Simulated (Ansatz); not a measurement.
Start from `BN` and change one element to get `[NH2][GaH2]`.

Ansatz, PBE0-D4/def2-TZVP geometries, multiplicity 1. 

Scalar relativity is left out up to krypton.

```csv
property,`BN`
HOMO–LUMO gap (PBE0/def2-TZVPP) / eV,8.92
HOMO energy (PBE/def2-TZVPP) / eV,-7.34
LUMO energy (B3LYP/def2-TZVPP) / eV,-0.02
LUMO energy (PBE/def2-TZVPP) / eV,-0.75
size of the dipole moment (ωB97M-V/def2-TZVPP) / D,1.97
LUMO energy (PBE0/def2-TZVPP) / eV,0.23
```

What does the change do to each property? (An estimate is asked.)

Ansatz gave: 
| property | `[NH2][GaH2]` | shift |
| --- | --- | --- |
| HOMO–LUMO gap (PBE0/def2-TZVPP) / eV | 6.67 | -2.25 |
| HOMO energy (PBE/def2-TZVPP) / eV | -6.10 | 1.24 |
| LUMO energy (B3LYP/def2-TZVPP) / eV | -1.01 | -0.99 |
| LUMO energy (PBE/def2-TZVPP) / eV | -1.51 | -0.76 |
| size of the dipole moment (ωB97M-V/def2-TZVPP) / D | 0.93 | -1.04 |
| LUMO energy (PBE0/def2-TZVPP) / eV | -0.73 | -0.96 |

With PBE0 the HOMO rises by 1.30 eV and the LUMO falls by 0.96 eV, so the gap narrows by about 2.26 eV. PBE moves the HOMO by 1.24 eV and ωB97M-V by 1.34 eV. Dipoles are sizes alone; their direction can turn.

B3LYP here is the variant with VWN-RPA as its local correlation; programs differ in this.
